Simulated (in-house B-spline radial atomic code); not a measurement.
Atomic self-consistent-field run: neutral cerium (an excited or competing configuration). Level of theory: scalar-relativistic (X2C) AM05, spin-polarised, spherical fractional occupations, Fermi nucleus of rms radius 4.8771 fm; calculated with a radial B-spline atomic code at the basis-set limit.

In the input, 3d5,1 would mean five up and one down electron.

Command:
```bash
python run_scf.py task.json out
```
Settings (nuclear radius in fm, mass in u):
```
Z                58
configuration    1s2 2s2 2p6 3s2 3p6 3d10 4s2 4p6 4d5,4 4f1,0 5s2 5p6 5d0,1 6s2 7d0,1
hamiltonian      x2c
method           am05
spin_polarised   True
nucleus          fermi
rms_radius       4.8771
atomic_mass      139.90545
speed_of_light   137.035999084
```

Output (hartree, bohr):
```
 radial grid: 89 intervals, B-splines of order 8, outer radius 85 bohr

 iter        energy (Eh)    residual
    1       -8837.707504    4.93e-01
    2       -8841.850344    4.33e-01
    3       -8848.119048    6.21e-02
    4       -8848.346448    2.02e-02
    5       -8848.362454    6.79e-03
    6       -8848.361461    1.83e-03
    7       -8848.361760    9.39e-04
    8       -8848.361946    1.90e-04
    9       -8848.361977    2.71e-04
   10       -8848.361981    1.07e-04
   11       -8848.361984    1.50e-05
   12       -8848.361984    7.96e-06
   13       -8848.361984    8.57e-07
   14       -8848.361984    4.71e-07

 total energy                     -8848.36198
 kinetic                            9493.7186
 electron-nucleus                 -21530.8175
 Hartree                            3392.7741
 exchange-correlation               -204.0372

 orbital      occ     eigenvalue          <r>       <r^2>       <1/r>       r_max
 1s up      1.000     -1475.7397    0.0239333 0.000788088     67.0937     0.01497
 1s down    1.000     -1475.7390    0.0239333 0.000788086     67.0937     0.01497
 2s up      1.000      -237.0207     0.104699   0.0129958     15.3714     0.08903
 2s down    1.000      -237.0045     0.104697   0.0129953     15.3719     0.08903
 2p up      3.000      -212.7024    0.0920391   0.0103555     13.9185     0.07131
 2p down    3.000      -212.6894    0.0920363   0.0103549     13.9189     0.07131
 3s up      1.000       -51.6191     0.278611   0.0888289     5.47571       0.255
 3s down    1.000       -51.5973      0.27854   0.0887798     5.47706       0.255
 3p up      3.000       -43.8578     0.276464    0.088695      5.0543      0.2494
 3p down    3.000       -43.8353     0.276378   0.0886349     5.05562      0.2493
 3d up      5.000       -32.6938     0.253606   0.0758308     4.76239       0.205
 3d down    5.000       -32.6699      0.25352   0.0757699     4.76344       0.205
 4s up      1.000       -10.9689     0.634986    0.454945     2.26728      0.5925
 4s down    1.000       -10.8949     0.634985       0.455     2.26734      0.5923
 4p up      3.000        -8.4127     0.670521    0.510973      2.0652      0.6176
 4p down    3.000        -8.3391     0.670708    0.511375     2.06473      0.6174
 4d up      5.000        -4.6985     0.734467    0.624359     1.80388      0.6488
 4d down    4.000        -4.6269     0.735625    0.626773     1.80178      0.6487
 4f up      1.000        -0.7568     0.957901     1.14809     1.32552      0.6811
 5s up      1.000        -1.8793      1.46495     2.40667    0.918667        1.34
 5s down    1.000        -1.8660      1.47816     2.45019    0.908138       1.349
 5p up      3.000        -1.1974      1.66923     3.14685    0.790802       1.492
 5p down    3.000        -1.1967      1.68736     3.21422    0.780013       1.505
 5d down    1.000        -0.3653      2.41961     6.79939    0.536985       1.974
 6s up      1.000        -0.2938      3.74582     15.6981    0.338629       3.356
 6s down    1.000        -0.3050      3.70378     15.3541    0.344222       3.323
 7d down    1.000        -0.0224      18.7961     393.668   0.0712436       19.93
```

Time taken, with all properties: 0.67 s on 1 thread of Arm Neoverse V1 (shared host).

One-electron X2C: radii and densities carry no picture-change correction, so inner-shell <1/r> comes out high (for 1s by about 2 % at Z = 33, 5 % at 54, 10 % at 75, 30 % at 118) and <r> low.
